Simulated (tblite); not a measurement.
Input of a run (GFN2-xTB geometry optimisation, gas phase (tblite 0.8.0)), started from a force field or distance geometry:
```
{"job": {"kind": "relax", "xc": "GFN2-xTB", "basis": "xTB"}, "charge": 0, "multiplicity": 2}
C      2.659300    -0.306500    -0.310800
O      1.843500     0.374500     0.575100
C      0.615400     0.724600     0.010300
F      0.473200     2.127800     0.016300
O     -0.349800     0.229200     0.874900
C     -1.223100    -0.618400     0.223000
C     -1.914300     0.119500    -0.878400
H      3.682000     0.069800    -0.400000
H      2.657200    -1.378100     0.035200
H      0.541500     0.393300    -1.022600
H     -0.706200    -1.522600    -0.207900
H     -1.910000    -1.036900     0.988000
H     -2.155800     1.167900    -0.576500
H     -2.905000    -0.387200    -1.056000
H     -1.312200     0.051100    -1.798000
```

Output (eV, eV/Å):
```
step      E/eV     max force
  0    -690.93539    2.584
  1    -691.22105    1.373
  2    -691.32807    0.966
  3    -691.43370    0.798
  4    -691.49008    0.456
  5    -691.51096    0.306
  6    -691.52683    0.395
  7    -691.54278    0.441
  8    -691.55749    0.375
  9    -691.57423    0.353
 10    -691.59118    0.324
 11    -691.60576    0.284
 12    -691.61729    0.283
 13    -691.62863    0.235
 14    -691.64136    0.326
 15    -691.65440    0.379
 16    -691.66634    0.331
 17    -691.67617    0.247
 18    -691.68454    0.230
 19    -691.69263    0.216
 20    -691.70139    0.208
 21    -691.71275    0.306
 22    -691.72069    0.686
 23    -691.74044    0.352
 24    -691.75360    0.245
 25    -691.77150    0.278
 26    -691.77821    0.281
 27    -691.79034    0.310
 28    -691.79360    0.316
 29    -691.80080    0.221
 30    -691.80373    0.176
 31    -691.80759    0.091
 32    -691.81037    0.142
 33    -691.81239    0.112
 34    -691.81419    0.107
 35    -691.81604    0.122
 36    -691.81764    0.101
 37    -691.81911    0.099
 38    -691.82076    0.115
 39    -691.82356    0.137
 40    -691.82719    0.168
 41    -691.83081    0.146
 42    -691.83371    0.138
 43    -691.83691    0.158
 44    -691.84058    0.231
 45    -691.84672    0.309
 46    -691.85261    0.281
 47    -691.85726    0.157
 48    -691.86073    0.143
 49    -691.86286    0.181
 50    -691.86412    0.088
 51    -691.86513    0.071
 52    -691.86616    0.055
 53    -691.86681    0.057
 54    -691.86784    0.083
 55    -691.86902    0.098
 56    -691.87039    0.103
 57    -691.87175    0.090
 58    -691.87313    0.082
 59    -691.87456    0.097
 60    -691.87617    0.099
 61    -691.87757    0.087
 62    -691.87863    0.112
 63    -691.87935    0.070
 64    -691.87988    0.057
 65    -691.88056    0.054
 66    -691.88141    0.077
 67    -691.88245    0.083
 68    -691.88390    0.100
 69    -691.88580    0.116
 70    -691.88772    0.108
 71    -691.88904    0.080
 72    -691.89000    0.086
 73    -691.89097    0.077
 74    -691.89218    0.062
 75    -691.89333    0.063
 76    -691.89415    0.062
 77    -691.89474    0.069
 78    -691.89545    0.069
 79    -691.89656    0.080
 80    -691.89832    0.077
 81    -691.89985    0.079
 82    -691.90075    0.094
 83    -691.90121    0.058
 84    -691.90184    0.046
 85    -691.90224    0.038
 86    -691.90246    0.036
 87    -691.90268    0.032
 88    -691.90286    0.031
 89    -691.90301    0.031
 90    -691.90318    0.028
 91    -691.90340    0.033
 92    -691.90367    0.036
 93    -691.90391    0.038
 94    -691.90408    0.034
 95    -691.90420    0.027
 96    -691.90429    0.025
 97    -691.90438    0.021
 98    -691.90444    0.021
 99    -691.90449    0.028
100    -691.90456    0.031
101    -691.90469    0.033
102    -691.90494    0.035
103    -691.90537    0.047
104    -691.90588    0.052
105    -691.90628    0.047
106    -691.90651    0.040
107    -691.90664    0.055
108    -691.90685    0.064
109    -691.90711    0.062
110    -691.90734    0.040
111    -691.90755    0.034
112    -691.90778    0.039
113    -691.90798    0.034
114    -691.90806    0.019
115    -691.90810    0.014
116    -691.90811    0.008
```

Q: Summarise the run.

A: The energy falls by 22.4 kcal/mol over 116 L-BFGS steps, the largest force on an atom goes from 2.58 to 0.008 eV/Å, and the atoms move by 0.722 Å rms after alignment. The bond that changes most is C1–H9 (ends: carbon bonded to O and 2 H; hydrogen on carbon), which shortens by 0.052 Å. Bonds longer at the end by more than 0.005 Å: 3 of 14; shorter: 11. Among the angles that change most is O2–C1–H9, from 105.7° to 119.6°. Among the dihedrals that turn most is H9–C1–O2–C3, from -107° to 21°. The energy never rose by more than 1e-5 eV on the way. The first step brought 29 % of the lowering.

Q: What are the final bond lengths?

A: C1–O2 1.366 Å, O2–C3 1.369 Å, C3–F4 1.373 Å, C3–O5 1.360 Å, O5–C6 1.425 Å, C6–C7 1.523 Å, C1–H8 1.069 Å, C1–H9 1.074 Å, C3–H10 1.116 Å, C6–H11 1.099 Å, C6–H12 1.092 Å, C7–H13 1.086 Å, C7–H14 1.087 Å, C7–H15 1.087 Å. Numbering counts from 1 in the input's order; the species is `[CH2]O[C@H](F)OCC` [radical].

Its GFN2-xTB frequencies are all real (lowest 33 cm⁻¹). 2 starts were optimised and ended at 0.00 and 0.53 kcal/mol (GFN2-xTB); the lowest of these is shown.

One conformer stands for the species.

All values are computed, not measured.
